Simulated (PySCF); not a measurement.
Si(All)(F)2(H) (C3H6F2Si), SMILES F[SiH](F)CC=C. Coordinates come from a B3LYP-D3(BJ)/def2-SVP optimisation. The values are those of a single conformer.

Computed equilibrium geometry at B3LYP-D3(BJ)/def2-SVP (PySCF confirms it by a frequency run) as a Z-matrix (one conformer of several):
```
C
H 1 1.1037
H 1 1.1044 2 107.42
C 1 1.5024 2 111.38 3 122.38
C 4 1.3368 1 125.38 2 16.31
H 5 1.0929 4 121.31 1 177.79
H 5 1.0952 6 117.02 4 -179.60
H 4 1.0967 5 118.92 6 0.83
Si 1 1.8655 2 108.05 3 -115.99
F 9 1.6204 1 109.89 2 63.91
F 9 1.6205 10 106.68 1 -117.83
H 9 1.4779 10 108.46 11 -116.50
```
